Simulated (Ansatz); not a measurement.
Computed with Ansatz on PBE0-D4/def2-TZVP structures; ΔE is electronic, products minus reactants. CCSD(T)/CBS is the MP2 limit (def2-TZVPP, def2-QZVPP) plus CCSD(T) − MP2 in def2-TZVPP, frozen cores. Functionals use def2-TZVPP. def2 core potentials past Kr. For In outer-core shells are correlated without core-valence functions, which leaves a few kJ/mol of doubt a bond. One conformer a species, not always the lowest.

`C[NH][InH][CH3]` + `C=C(F)BO` → `C=[C](F)[InH][CH3]` + `CNBO`  (redistribution)

Is it downhill or uphill in electronic energy at CCSD(T)/CBS, and by how much? (Estimate.)

The calculation gave: Downhill: ΔE = -57.0 kJ/mol.

What do these levels give: ωB97M-V, PBE-QIDH, revPBE, CAM-B3LYP, RPA@PBE/def2-TZVPP, CCSD/CBS(def2)? (An estimate is asked.)

Ansatz gave: ωB97M-V -66.1, PBE-QIDH -65.3, revPBE -61.0, CAM-B3LYP -64.7, RPA@PBE/def2-TZVPP -58.6, CCSD/CBS(def2) -58.8 kJ/mol.

Largest T1 diagnostic among the species: 0.015.

From r2SCAN to r2SCAN0 (25 % exact exchange), in def2-TZVPP and without D4, ΔE moves by −4.8 kJ/mol. Leaving LDA and LC-ωPBE aside and taking each functional with its dispersion term where it has one, the values, not all of them listed here, spread over 9.0 kJ/mol, from BHLYP-D4 to BLYP-D4.
